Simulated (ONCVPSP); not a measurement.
**Sr: one change to an ONCV potential, before and after**

Sr (Z = 38), optimised norm-conserving Vanderbilt (ONCV), made with ONCVPSP 4.0.1 (PBE, scalar-relativistic). Core [Ar] 3d10, reference 4s2 4p6 4d1 5s1. Waves: 4s+5s: rc 2.25 bohr, ncon 3, nbas 6, qcut 6.6 1/bohr, 2 projectors; 4p: rc 2.00 bohr, ncon 5, nbas 8, qcut 8.6 1/bohr, 2 projectors, debl 1.2 Ha; 4d: rc 3.50 bohr, ncon 5, nbas 10, qcut 4.9 1/bohr, 3 projectors, debl 3.7 Ha. Local part: polynomial inside 1.95 bohr (lpopt 5, dvloc0 0 Ha). Core correction: Teter function, fcfact 4.5, rcfact 1.7.

Change: s: qcut 7.2; p: qcut 9.3; d: qcut 5.3.

Cutoffs: the cutoffs (Ha) at which the residual kinetic energy of the hardest occupied pseudo-wave falls to 1 and 0.1 mHa per electron; they do not see the model core or the augmentation charge, which bear on the density cutoff. Errors are all-electron minus pseudo energies relative to the spin-unpolarised reference configuration.

Q: Predict the effect on cutoff, ghosts and configuration errors.

A: The potential gets harder (21 Ha and 26 Ha → 23 Ha and 29 Ha); of the 3 tests that both files solve, the error grows in 0 and shrinks in 2 by more than 15 % and 0.3 meV (median size 2.4 → 1.7 meV); neither file shows a bound ghost.

| quantity | base | changed |
| --- | --- | --- |
| cutoff, loose | 21 Ha | 23 Ha |
| cutoff, tight | 26 Ha | 29 Ha |
| loose cutoff by channel | s 11 Ha, p 21 Ha, d 6.8 Ha | s 12 Ha, p 23 Ha, d 7.1 Ha |
| bound ghosts | none | none |
| GHOST(+) flags under 300 eV | none | none |
| tests with a reliable result | 3 of 4 | 3 of 4 |
| error for 4s2 4p6 4d0 5s2, meV [ΔE -2.32 eV] | +2.4 | +1.7 |
| error for 4s2 4p6 4d0 5s1, meV [ΔE 3.56 eV] | +4.6 | +3.6 |
| error for 4s2 4p6 4d0.5 5s1.5, meV [ΔE -1.18 eV] | +0.9 | +0.8 |
| s: phases at 2.29 bohr within 0.05 rad from the reference energy up to (Ha; the scan ends near 5) | to the end of the scan | to the end of the scan |
| p: phases at 2.03 bohr within 0.05 rad from the reference energy up to (Ha; the scan ends near 5) | to the end of the scan | to the end of the scan |
| d: phases at 3.56 bohr within 0.05 rad from the reference energy up to (Ha; the scan ends near 5) | 0.2 | 0.2 |
| rms error of d²Exc/dni dnj with the model core, mHa | 3.34 | 3.29 |
